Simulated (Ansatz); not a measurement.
C3H8GaN (`C/N=[C](\C)[GaH2]`) at its PBE0-D4/def2-TZVP geometry, where that method's forces vanish. Total charge 0; spin multiplicity 1.

```xyz
13

C     1.7070    0.9483   -0.3608
N     1.0671   -0.2098    0.2146
C    -0.1997   -0.3514    0.1744
C    -1.1673    0.6266   -0.4514
Ga   -0.8092   -2.0329    1.0384
H     2.4264    0.6062   -1.1108
H     1.0409    1.6857   -0.8212
H     2.2923    1.4413    0.4211
H    -0.9578    0.7701   -1.5161
H    -2.1944    0.2726   -0.3581
H    -1.1070    1.6091    0.0275
H     0.2530   -2.9942    1.6680
H    -2.3513   -2.3716    1.0743
```

**Question.** What forces (eV/Å) does ωB97M-V/def2-TZVPP give on these atoms in Ansatz 0.2.0? (Estimate.)

**Answer.** The calculation gave: 
```
C1   0.192  0.292 -0.142
N2  -0.097 -0.228  0.115
C3   0.026 -0.157  0.090
C4  -0.108  0.191 -0.113
Ga5 -0.014 -0.095  0.048
H6  -0.078  0.038  0.060
H7   0.057 -0.065  0.041
H8  -0.066 -0.034 -0.074
H9  -0.018 -0.013  0.079
H10  0.078  0.020 -0.004
H11 -0.007 -0.075 -0.035
H12 -0.096  0.091 -0.058
H13  0.131  0.034 -0.005
```
